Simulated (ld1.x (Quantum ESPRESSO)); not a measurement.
## cerium (Ce): TM semilocal pseudisation with PBE, scalar-relativistic reference atom.

The input file (ld1.x (Quantum ESPRESSO) 7.5):

```
&input
   title='Ce', zed=58., rel=1, dft='PBE', iswitch=3,
   config='[Xe] 4f1 5d1 6s1.5 6p0',
   nld=3, rlderiv=4.00, eminld=-2.0, emaxld=5.0, deld=0.02
 /
 &inputp
   pseudotype=1, tm=.true., lloc=0,
   nlcc=.true., rcore=2.20,
   file_pseudopw='Ce.pp', file_wfcaegen='ae.wfc', file_wfcncgen='nc.wfc'
 /
3
6P  2  1   0.00   0.00  3.70  3.70  0.0
5D  3  2   1.00   0.00  2.90  2.90  0.0
6S  1  0   1.50   0.00  3.55  3.55  0.0
 &test
   configts(1)='5d1 6s1.5 6p0'
 /
```

Command:

```bash
ld1.x < Ce.in > Ce.out
```

Resulting log (shortened: banner, matrices, multipoles, cross overlaps and the repeated all-electron block are left out):

```
Program LD1 v.7.5
     --------------------------- All-electron run ----------------------------

     Ce
     scalar relativistic calculation

     atomic number is 58.00
     dft =PBE   lsd =0 sic =0 latt =0  beta=0.20 tr2=1.0E-14
     Exchange-correlation= PBE
                           (   1   4   3   4   0   0   0)
     mesh =1255 r(mesh) = 100.94310 a.u. xmin = -7.00 dx = 0.01250
     1 Ry =  13.60569312 eV, c = 137.03599908

     n l     nl                  e(Ry)          e(Ha)          e(eV)
     1 0     1S 1( 2.00)     -2960.0908     -1480.0454    -40274.0864
     2 0     2S 1( 2.00)      -474.1263      -237.0631     -6450.8165
     2 1     2P 1( 6.00)      -424.6322      -212.3161     -5777.4155
     3 0     3S 1( 2.00)      -102.2587       -51.1293     -1391.3002
     3 1     3P 1( 6.00)       -86.5201       -43.2601     -1177.1664
     4 0     4S 1( 2.00)       -20.8571       -10.4286      -283.7759
     4 1     4P 1( 6.00)       -15.7201        -7.8601      -213.8833
     3 2     3D 1(10.00)       -64.1714       -32.0857      -873.0966
     5 0     5S 1( 2.00)        -3.1903        -1.5952       -43.4069
     5 1     5P 1( 6.00)        -1.9138        -0.9569       -26.0388
     4 2     4D 1(10.00)        -8.3279        -4.1640      -113.3071
     4 3     4F 1( 1.00)        -0.6025        -0.3012        -8.1972
     5 2     5D 1( 1.00)        -0.4191        -0.2095        -5.7020
     6 0     6S 1( 1.50)        -0.4446        -0.2223        -6.0485
     6 1     6P 1( 0.00)        -0.2446        -0.1223        -3.3275

     final scf error:  3.9E-15 reached in  32 iterations

     Etot =  -17720.740769 Ry,   -8860.370385 Ha, -241102.960818 eV

     Ekin =   18783.232702 Ry,    9391.616351 Ha,  255558.899994 eV
     Encl =  -42914.032391 Ry,  -21457.016196 Ha, -583875.155387 eV
     Eh   =    6828.318898 Ry,    3414.159449 Ha,   92904.011467 eV
     Exc  =    -418.259977 Ry,    -209.129988 Ha,   -5690.716892 eV

     normalization and overlap integrals

     s(1S/1S) =  1.000000  <r> =   0.0246  <r2> =    0.0008  r(max) =   0.0158
     s(2S/2S) =  1.000000  <r> =   0.1052  <r2> =    0.0131  r(max) =   0.0887
     s(2P/2P) =  1.000000  <r> =   0.0924  <r2> =    0.0104  r(max) =   0.0717
     s(3S/3S) =  1.000000  <r> =   0.2786  <r2> =    0.0887  r(max) =   0.2534
     s(3P/3P) =  1.000000  <r> =   0.2767  <r2> =    0.0887  r(max) =   0.2502
     s(4S/4S) =  1.000000  <r> =   0.6373  <r2> =    0.4581  r(max) =   0.5928
     s(4P/4P) =  1.000000  <r> =   0.6748  <r2> =    0.5175  r(max) =   0.6154
     s(3D/3D) =  1.000000  <r> =   0.2536  <r2> =    0.0758  r(max) =   0.2049
     s(5S/5S) =  1.000000  <r> =   1.5174  <r2> =    2.5858  r(max) =   1.3697
     s(5P/5P) =  1.000000  <r> =   1.7581  <r2> =    3.5012  r(max) =   1.5520
     s(4D/4D) =  1.000000  <r> =   0.7442  <r2> =    0.6422  r(max) =   0.6551
     s(4F/4F) =  1.000000  <r> =   1.1020  <r2> =    1.6111  r(max) =   0.7061
     s(5D/5D) =  1.000000  <r> =   2.8242  <r2> =    9.4991  r(max) =   2.1480
     s(6S/6S) =  1.000000  <r> =   4.1521  <r2> =   19.3990  r(max) =   3.6312
     s(6P/6P) =  1.000000  <r> =   5.3555  <r2> =   32.3972  r(max) =   4.6046

     ------------------------ End of All-electron run ------------------------

     --------------------- Generating NC pseudopotential ---------------------

      Generating local pot.: lloc=0, matching radius rcloc =   3.5500

      Computing core charge for nlcc:

       r > 2.20 : true rho core
       r < 2.20 : rho core = a sin(br)/r    a=   2.87  b=   1.20

      Integrated core pseudo-charge :   7.09

      Wfc   6P  rcut= 3.723  Using Troullier-Martins method

      Wfc   5D  rcut= 2.900  Using Troullier-Martins method

     ------------------- End of pseudopotential generation -------------------

     Computing logarithmic derivative in   3.98815
     Computing logarithmic derivative in   3.98815
     Computing the partial wave expansion
       no projector for channel:   0
     R is outside the sphere for l=    1 j= 0.00
     R is outside the sphere for l=    2 j= 0.00

     ---------------------- Testing the pseudopotential ----------------------

     Ce
     scalar relativistic calculation

     atomic number is 58.00   valence charge is  3.00
     dft =PBE   lsd =0 sic =0 latt =0  beta=0.20 tr2=1.0E-14
     mesh =1255 r(mesh) = 100.94310 xmin = -7.00 dx = 0.01250

     n l     nl             e AE (Ry)        e PS (Ry)    De AE-PS (Ry)
     3 2     5D   1( 1.00)       -0.41909       -0.41909        0.00000
     1 0     6S   1( 1.50)       -0.44456       -0.44456        0.00000
     2 1     6P   1( 0.00)       -0.24457       -0.24457       -0.00000

     eps = 1.4E-16  iter =  9

     Etot =  -17720.740769 Ry,   -8860.370385 Ha, -241102.960818 eV
     Etotps =    -8.261925 Ry,      -4.130963 Ha,    -112.409218 eV

     Ekin =       1.843909 Ry,       0.921955 Ha,      25.087660 eV
     Encl =      -3.042373 Ry,      -1.521186 Ha,     -41.393589 eV
     Ehrt =       1.546781 Ry,       0.773391 Ha,      21.045031 eV
     Ecxc =      -6.929836 Ry,      -3.464918 Ha,     -94.285222 eV
     (Ecc =      -5.743989 Ry,      -2.871994 Ha,     -78.150950 eV)
     Epseu=      -1.680407 Ry,      -0.840203 Ha,     -22.863099 eV

     ---------------------- End of pseudopotential test ----------------------
```

Generation and configuration tests took about 1.8 s on one core of a shared server CPU.

Transferability test of the new file with ld1.x, input:

```
&input
   title='Ce', zed=58., rel=1, dft='PBE', iswitch=2,
   config='[Xe] 4f1 5d1 6s1.5 6p0'
 /
 &test
   file_pseudo='Ce.pp', nconf=8,
   configts(1)='5d1 6s1.5 6p0',
   configts(2)='5d1 6s2 6p0',
   configts(3)='5d1 6s1 6p0',
   configts(4)='5d1 6s0 6p0',
   configts(5)='5d2 6s1 6p0',
   configts(6)='5d0 6s2 6p1',
   configts(7)='5d0 6s2 6p0',
   configts(8)='5d1 6s0 6p2'
 /
```

```bash
ld1.x < Ce.test.in > Ce.test.out
```

Pseudopotential blocks of its output, shortened (energy terms left out):

```
     ---------------------- Testing the pseudopotential ----------------------

     n l     nl             e AE (Ry)        e PS (Ry)    De AE-PS (Ry)
     3 2     5D   1( 1.00)       -0.41909       -0.41909        0.00000
     1 0     6S   1( 1.50)       -0.44456       -0.44456        0.00000
     2 1     6P   1( 0.00)       -0.24457       -0.24457       -0.00000

     eps = 5.5E-17  iter =  9

     Etot =  -17720.740769 Ry,   -8860.370385 Ha, -241102.960818 eV
     Etotps =    -8.261925 Ry,      -4.130963 Ha,    -112.409218 eV

     ---------------------- End of pseudopotential test ----------------------

          ---------------------- Testing the pseudopotential ----------------------

     n l     nl             e AE (Ry)        e PS (Ry)    De AE-PS (Ry)
     3 2     5D   1( 1.00)       -0.22482       -0.22513        0.00031
     1 0     6S   1( 2.00)       -0.27522       -0.27508       -0.00014
     2 1     6P   1( 0.00)       -0.09909       -0.09918        0.00009

     eps = 5.6E-15  iter = 10

     Etot =  -17720.920199 Ry,   -8860.460100 Ha, -241105.402090 eV
     Etotps =    -8.441350 Ry,      -4.220675 Ha,    -114.850420 eV
     dEtot_ae =      -0.179430 Ry
     dEtot_ps =      -0.179425 Ry,   Delta E=      -0.000005 Ry

     ---------------------- End of pseudopotential test ----------------------

          ---------------------- Testing the pseudopotential ----------------------

     n l     nl             e AE (Ry)        e PS (Ry)    De AE-PS (Ry)
     3 2     5D   1( 1.00)       -0.62936       -0.62977        0.00041
     1 0     6S   1( 1.00)       -0.62399       -0.62463        0.00063
     2 1     6P   1( 0.00)       -0.40113       -0.40152        0.00038

     eps = 5.9E-16  iter =  9

     Etot =  -17720.474066 Ry,   -8860.237033 Ha, -241099.332134 eV
     Etotps =    -7.995041 Ry,      -3.997521 Ha,    -108.778076 eV
     dEtot_ae =       0.266703 Ry
     dEtot_ps =       0.266884 Ry,   Delta E=      -0.000181 Ry

     ---------------------- End of pseudopotential test ----------------------

          ---------------------- Testing the pseudopotential ----------------------

     n l     nl             e AE (Ry)        e PS (Ry)    De AE-PS (Ry)
     3 2     5D   1( 1.00)       -1.09179       -1.09767        0.00589  !
     1 0     6S   1( 0.00)       -1.01157       -1.01672        0.00515  !
     2 1     6P   1( 0.00)       -0.74086       -0.74663        0.00577  !

     eps = 6.9E-17  iter =  6

     Etot =  -17719.659619 Ry,   -8859.829810 Ha, -241088.251026 eV
     Etotps =    -7.178013 Ry,      -3.589006 Ha,     -97.661840 eV
     dEtot_ae =       1.081150 Ry
     dEtot_ps =       1.083912 Ry,   Delta E=      -0.002763 Ry

     ---------------------- End of pseudopotential test ----------------------

          ---------------------- Testing the pseudopotential ----------------------

     n l     nl             e AE (Ry)        e PS (Ry)    De AE-PS (Ry)
     3 2     5D   1( 2.00)       -0.15514       -0.15025       -0.00490
     1 0     6S   1( 1.00)       -0.23482       -0.23738        0.00256
     2 1     6P   1( 0.00)       -0.07742       -0.08038        0.00296

     eps = 3.6E-15  iter = 17

     Etot =  -17720.854561 Ry,   -8860.427281 Ha, -241104.509039 eV
     Etotps =    -8.371480 Ry,      -4.185740 Ha,    -113.899787 eV
     dEtot_ae =      -0.113792 Ry
     dEtot_ps =      -0.109555 Ry,   Delta E=      -0.004237 Ry

     ---------------------- End of pseudopotential test ----------------------

          ---------------------- Testing the pseudopotential ----------------------

     n l     nl             e AE (Ry)        e PS (Ry)    De AE-PS (Ry)
     3 2     5D   1( 0.00)       -0.37324       -0.39267        0.01943  !
     1 0     6S   1( 2.00)       -0.36496       -0.36583        0.00087
     2 1     6P   1( 1.00)       -0.16014       -0.15852       -0.00163

     eps = 2.6E-15  iter = 14

     Etot =  -17720.751520 Ry,   -8860.375760 Ha, -241103.107094 eV
     Etotps =    -8.263066 Ry,      -4.131533 Ha,    -112.424742 eV
     dEtot_ae =      -0.010751 Ry
     dEtot_ps =      -0.001141 Ry,   Delta E=      -0.009610 Ry

     ---------------------- End of pseudopotential test ----------------------

          ---------------------- Testing the pseudopotential ----------------------

     n l     nl             e AE (Ry)        e PS (Ry)    De AE-PS (Ry)
     3 2     5D   1( 0.00)       -0.73586       -0.75517        0.01931  !
     1 0     6S   1( 2.00)       -0.69159       -0.69319        0.00160
     2 1     6P   1( 0.00)       -0.45043       -0.44996       -0.00048

     eps = 1.2E-15  iter =  9

     Etot =  -17720.449459 Ry,   -8860.224730 Ha, -241098.997343 eV
     Etotps =    -7.962381 Ry,      -3.981190 Ha,    -108.333707 eV
     dEtot_ae =       0.291310 Ry
     dEtot_ps =       0.299545 Ry,   Delta E=      -0.008234 Ry

     ---------------------- End of pseudopotential test ----------------------

          ---------------------- Testing the pseudopotential ----------------------

     n l     nl             e AE (Ry)        e PS (Ry)    De AE-PS (Ry)
     3 2     5D   1( 1.00)       -0.35042       -0.35475        0.00433
     1 0     6S   1( 0.00)       -0.35993       -0.36103        0.00110
     2 1     6P   1( 2.00)       -0.16929       -0.16901       -0.00028

     eps = 1.1E-15  iter = 12

     Etot =  -17720.552859 Ry,   -8860.276430 Ha, -241100.404174 eV
     Etotps =    -8.072858 Ry,      -4.036429 Ha,    -109.836832 eV
     dEtot_ae =       0.187910 Ry
     dEtot_ps =       0.189067 Ry,   Delta E=      -0.001157 Ry

     ---------------------- End of pseudopotential test ----------------------
```
